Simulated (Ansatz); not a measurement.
C5H8O2 can be A, `CC(=O)CC(C)=O`, or B, `O=C1CCCCO1`.

Program: Ansatz. Geometries: PBE0-D4/def2-TZVP. ΔE: electronic, gas phase. CBS: MP2 limit from def2 TZ/QZ plus the TZ coupled-cluster correction, frozen cores. DFT in def2-TZVPP. B3LYP here is the variant with VWN-RPA as its local correlation; programs differ in this. Each species was taken in one conformer, which may not be the lowest.

**Question.** Which is lower in electronic energy at CCSD(T)/CBS, and by how much? (Best estimate.)

**Answer.** Computed: B, by 27.9 kJ/mol.

**Question.** Give E(B) − E(A) in kJ/mol with ωB97M-V, PBE-D4, MP2/def2-TZVPP, PBE0-D4, B3LYP, B2PLYP, HF/def2-TZVPP. (An estimate is asked.)

**Answer.** Computed: ωB97M-V -29.1, PBE-D4 -24.9, MP2/def2-TZVPP -30.7, PBE0-D4 -38.5, B3LYP -14.1, B2PLYP -19.3, HF/def2-TZVPP -16.5. None reverses the order clearly.

Largest T1 diagnostic: 0.015.

In def2-TZVPP, CCSD(T) changes the Hartree–Fock value by −10.2 kJ/mol (the triples alone add +1.4 kJ/mol) and MP2 by −14.2 kJ/mol. From PBE to PBE0 (25 % exact exchange), in def2-TZVPP and without D4, E(B) − E(A) moves by −14.1 kJ/mol.
